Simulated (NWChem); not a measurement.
## Correlation energy of aminoborane (H4BN)

```
B
N 1 1.3873
H 2 1.0119 1 123.24
H 2 1.0119 3 113.52 1 180.00
H 1 1.2101 2 119.09 3 180.00
H 1 1.2101 5 121.82 2 180.00
```
Charge 0, spin multiplicity 1.

Everything below was run with NWChem. The geometry was optimised at PBE0/def2-SVP, a minimum by its harmonic frequencies. It is one conformer; others weren't searched.

Basis set: cc-pVDZ. Each correlation energy counts from its own Hartree-Fock reference.

```json
[
 {"method": "RI-MP2", "correlation energy (mHa)": "-265.2", "difference from CCSD(T)": "+35.5"},
 {"method": "MP2", "correlation energy (mHa)": "-265.3", "difference from CCSD(T)": "+35.5"},
 {"method": "SCS-MP2", "correlation energy (mHa)": "-268.4", "difference from CCSD(T)": "+32.4"},
 {"method": "CR-CCSD[T]", "correlation energy (mHa)": "-299.8", "difference from CCSD(T)": "+1.0"},
 {"method": "CR-CCSD(T)", "correlation energy (mHa)": "-299.5", "difference from CCSD(T)": "+1.3"},
 {"method": "CCSD", "correlation energy (mHa)": "-293.5", "difference from CCSD(T)": "+7.3"},
 {"method": "CCSD+T(CCSD)", "correlation energy (mHa)": "-301.2", "difference from CCSD(T)": "-0.4"},
 {"method": "CCSD(T)", "correlation energy (mHa)": "-300.8", "difference from CCSD(T)": "0.0"}
]
```

The values span 35.9 mHa, from CCSD+T(CCSD) (lowest) to RI-MP2 (highest). 

The correlated methods keep 2 core orbitals frozen. No row is a measurement; the coupled-cluster row has its own basis-set and correlation limits.
